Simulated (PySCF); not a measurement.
Atom-mapped SMILES (the numbers label the heavy atoms): `[CH3:1][C:2](=[O:3])[C:4]([F:5])([F:6])[F:7]`; H(Xn) means a hydrogen on atom n.

Geometry: PBE0-D3(BJ)/def2-SVP; GIAO shifts from PySCF 2.14.0 with density-fitted response routines, gas phase, non-relativistic, averaged over equivalent atoms.

At PBE0/IGLO-III (275 basis functions, 27 s wall time on 1 thread of an Arm Neoverse V2, shared host):
| atoms | δ (ppm) |
| --- | --- |
| C2 | 201.1 |
| C4 | 123.4 |
| C1 | 24.7 |
| O3 | 670.7 |
| F5/F6/F7 | -90.7 |
| H(C1) | 2.39 |

Scale: ¹³C (183.78 ppm), ¹H (31.37 ppm) against TMS; H2O for ¹⁷O (327.19 ppm); ¹⁹F (174.63 ppm) against CFCl3 (reference shieldings calculated alike).

What do these become at KT3/pcSseg-2?

Answers


| atoms | δ at KT3/pcSseg-2 | change |
| --- | --- | --- |
| C2 | 188.8 | -12.3 |
| C4 | 123.0 | -0.4 |
| C1 | 24.1 | -0.6 |
| O3 | 608.9 | -61.8 |
| F5/F6/F7 | -109.3 | -18.6 |
| H(C1) | 2.33 | -0.06 |

References, each an isolated molecule treated in the same way: TMS for ¹³C (σ = 181.31 ppm), ¹H (σ = 31.35 ppm); ¹⁷O (σ = 323.80 ppm) against H2O; CFCl3 for ¹⁹F (σ = 146.91 ppm).

The largest change is at O3 (ketone oxygen). Cost: 294 basis functions, 50 s wall time on 1 thread of an x86-64 server CPU, shared host. The order of the carbon signals is the same at both levels.

Unscaled 19F shifts against computed CFCl3 carry errors that often reach 10 to 50 ppm. Unscaled 17O shifts of doubly bonded oxygen tend to come out too high, by tens of ppm or more. Experimental scales use liquid or dissolved standards, which lie at an offset from isolated H2O (liquid H2O: subtract about 36 ppm).
